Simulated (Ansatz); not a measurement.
C$_{2}$H$_{7}$FGaN (`C[NH][GaH][CH2]F`). Total charge 0; spin multiplicity 1.

```csv
atom,x (Å),y (Å),z (Å)
C1,0.3353,-0.9696,1.5444
N2,1.1547,-0.2676,0.5814
Ga3,0.6583,0.6475,-0.9005
C4,-1.2665,0.7801,-1.3889
F5,-2.1049,0.1208,-0.4902
H6,-0.7161,-0.8890,1.2687
H7,0.5826,-2.0371,1.5945
H8,0.4439,-0.5572,2.5551
H9,2.1386,-0.3136,0.7955
H10,1.8011,1.3026,-1.7447
H11,-1.4438,0.3548,-2.3832
H12,-1.5832,1.8283,-1.4322
```

What are the harmonic wavenumbers in cm⁻¹ at PBE0-D4/def2-TZVP (Ansatz, finite differences of forces, unscaled)? (An estimate is asked.)

Ansatz gave: 49, 111, 142, 155, 212, 332, 418, 535, 553, 607, 651, 690, 1047, 1098, 1139, 1154, 1251, 1287, 1406, 1458, 1462, 1491, 1513, 1982, 3007, 3032, 3048, 3081, 3141, 3616.

Is this a minimum?

Yes, all 30 modes are real.

Give the ideal-gas thermochemistry at 298.15 K and 1 bar (rigid rotor, harmonic oscillator; point group Cs, symmetry number 1).

Zero-point energy 237.3 kJ/mol; H(298) − E = 260.3 kJ/mol; entropy 369.5 J/(mol·K), of which translation 169.9, rotation 114.8, vibration 84.8; G(298) − E = 150.1 kJ/mol. Modes under 100 cm⁻¹ are hindered rotations or soft bends, so the harmonic entropy is rough.

Rotational constants (cm⁻¹)?

0.12, 0.08985, 0.05238.
